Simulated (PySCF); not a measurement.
C₂H₅O, doublet, geometry from GFN2-xTB. Base run: CCSD/6-31G* (PySCF).

Here is a job for PySCF.
```python
from pyscf import gto, scf, cc

mol = gto.Mole()
mol.atom = '''
    C     0.031253    1.181916   -0.338547
    O     0.244578    0.109335    0.472470
    C    -0.155948   -1.132882   -0.040575
    H     0.251414    2.121788    0.125724
    H    -0.688309    1.107007   -1.134827
    H     0.026173   -1.870495    0.739352
    H    -1.220492   -1.130349   -0.301951
    H     0.422761   -1.396837   -0.933325
'''
mol.basis = '6-31g*'
mol.charge = 0
mol.spin = 1
mol.verbose = 4
mol.build()

mf = scf.UHF(mol)
mf.kernel()

mycc = cc.CCSD(mf)
mycc.kernel()
print('E(CCSD) = %.10f' % mycc.e_tot)
```

The base run was repeated with changes; each row names its change, and settings that it needs were set with it.

| change | ΔE vs base (mEh) | MP2 correlation (Eh) | CC correlation without the perturbative part (Eh) | basis functions |
|---|---|---|---|---|
| base | 0.000 | -0.41731 | -0.45123 | 52 |
| cc.direct = True | 0.000 | -0.41731 | -0.45123 | 52 |
| cc.iterative_damping = 0.8 | 0.000 | -0.41731 | -0.45123 | 52 |
| density fitting = JK and correlation | -0.027 | -0.41728 | -0.45133 | 52 |
| cc.conv_tol = 1e-9 | 0.000 | -0.41731 | -0.45123 | 52 |
| method = mp2 | 33.925 | -0.41731 | - | 52 |
| cc.diis_space = 10 | 0.000 | -0.41731 | -0.45123 | 52 |
| cc.level_shift = 0.2 | 0.000 | -0.41731 | -0.45123 | 52 |
| frozen = 4 | 65.060 | -0.35462 | -0.38617 | 52 |
| method = cisd | 46.909 | - | - | 52 |

Open shells are given as the SCF converged; they aren't shown to be the lowest states, and a large step between rows can be another state.
